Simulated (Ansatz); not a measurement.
Geometry optimisation, DFT PBEsol, scalar-relativistic, plane waves, PAW (Ansatz).

Input file:

```yaml
crystal:
  lattice:
    - [0.0, 5.43, 5.43]
    - [5.43, 0.0, 5.43]
    - [5.43, 5.43, 0.0]
  atoms:
    - { symbol: Si, position: [0.0, 0.0, 0.0] }
    - { symbol: Si, position: [0.125, 0.125, 0.125] }
    - { symbol: Si, position: [0.0, 0.0, 0.5] }
    - { symbol: Si, position: [0.125, 0.125, 0.625] }
    - { symbol: Si, position: [0.0, 0.5, 0.0] }
    - { symbol: Si, position: [0.125, 0.625, 0.125] }
    - { symbol: Si, position: [0.0, 0.5, 0.5] }
    - { symbol: Si, position: [0.125, 0.625, 0.625] }
    - { symbol: Si, position: [0.5, 0.0, 0.0] }
    - { symbol: Si, position: [0.625, 0.125, 0.125] }
    - { symbol: Si, position: [0.5, 0.0, 0.5] }
    - { symbol: Si, position: [0.625, 0.125, 0.625] }
    - { symbol: Si, position: [0.5, 0.5, 0.0] }
    - { symbol: Si, position: [0.625, 0.625, 0.125] }
    - { symbol: Si, position: [0.5, 0.5, 0.5] }
    - { symbol: Si, position: [0.625, 0.625, 0.625] }
    - { symbol: Ti, position: [0.8225796, 0.7968537, 0.3159012] }
basis:
  ecutwfc: 420.0
kpoints:
  mp_grid: { grid: [2, 2, 2] }
hamiltonian:
  xc: pbesol
  pseudopotentials: { kind: paw, azcp: { folder: soft_1 } }
scf:
  occupations: { method: fermi_dirac, width: 0.02 }
  lower_state_search: "off"
relax:
  f_tol: 0.03
  max_steps: 60
  adjacent_minimum: "off"
```

Command:

```bash
$ ansatz run input.yaml --threads 1 --pin off --max-ram 3072MiB --backend cpu --events-out ev --progress --plain --runs-dir out
```

Question: Where does it end, and by what steps?

Answer: The forces met the threshold. Limits of this set-up: coarse k mesh, PAW files made for another functional. After 10 steps the energy has fallen by 3.382 eV; Ti17 moved furthest, 1.10 Å. Joined: Si9–Ti17 (3.58 → 2.75 Å).

```csv
step,energy less start (eV),largest force component (eV/Å),accepted
0,0.0000,4.165,yes
1,-1.3204,1.479,yes
2,-1.5923,0.258,yes
3,-1.7045,0.607,yes
4,-2.0081,1.058,yes
5,-2.4026,1.069,yes
6,-2.8077,0.834,yes
7,-3.1905,0.413,yes
8,-3.3694,0.112,yes
9,-3.3814,0.031,yes
10,-3.3817,0.015,yes
```

```xyz
17
Lattice="0.0000 5.4300 5.4300 5.4300 0.0000 5.4300 5.4300 5.4300 0.0000" Properties=species:S:1:pos:R:3
Si 0.035 0.043 0.071
Si 1.410 1.419 1.378
Si 2.750 2.758 0.037
Si 4.090 4.098 1.377
Si 2.717 0.045 2.755
Si 4.064 1.445 4.154
Si 5.465 2.792 2.752
Si 6.840 4.099 4.127
Si 0.037 2.725 2.754
Si 1.437 4.072 4.154
Si 2.784 5.473 2.752
Si 4.091 6.848 4.127
Si 2.753 2.762 5.470
Si 4.067 4.076 6.784
Si 5.467 5.475 5.434
Si 6.867 6.875 6.781
Ti 5.467 5.476 8.185
```

Run time: 56 s on 1 thread of Arm Neoverse V2 (shared host), peak memory 0.55 GiB.
